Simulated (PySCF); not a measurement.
PySCF 2.14 output of an unrestricted MN15 calculation on a single atom or ion in aug-cc-pCVQZ-DK (10s9p7d5f3g, 134 functions), with the spin-free X2C one-electron Hamiltonian (Gaussian nucleus):

```
SCF conv_tol = 1e-09
number electrons alpha = 5  beta = 5
    H. S. Yu, X. He, S. L. Li, and D. G. Truhlar.,  Chem. Sci. 7, 5032-5051 (2016)
    H. S. Yu, X. He, S. L. Li, and D. G. Truhlar.,  Chem. Sci. 7, 5032-5051 (2016)
cycle= 1 E= -240.88960780865  delta_E= -0.0531  |g|= 0.138  |ddm|= 19.4
cycle= 2 E= -240.889845658637  delta_E= -0.000238  |g|= 0.0227  |ddm|= 1.88
cycle= 3 E= -240.889868860583  delta_E= -2.32e-05  |g|= 0.00657  |ddm|= 1.63
cycle= 4 E= -240.889872346942  delta_E= -3.49e-06  |g|= 0.000119  |ddm|= 0.455
cycle= 5 E= -240.889872348245  delta_E= -1.3e-09  |g|= 4.93e-06  |ddm|= 0.0108
cycle= 6 E= -240.889872348247  delta_E= -1.42e-12  |g|= 3.36e-07  |ddm|= 6.3e-05
converged SCF energy = -240.889872348247  <S^2> = -8.8817842e-15  2S+1 = 1
```

The run itself started from symmetry-adapted Hartree-Fock orbitals and held the occupation by maximum overlap, on a logarithmic radial grid, so the iterations belong to that start.

Which element, charge and spin multiplicity is this?

Al³⁺ (aluminium, charge +3), multiplicity 1; the state was [Ne], closed-shell 1S.
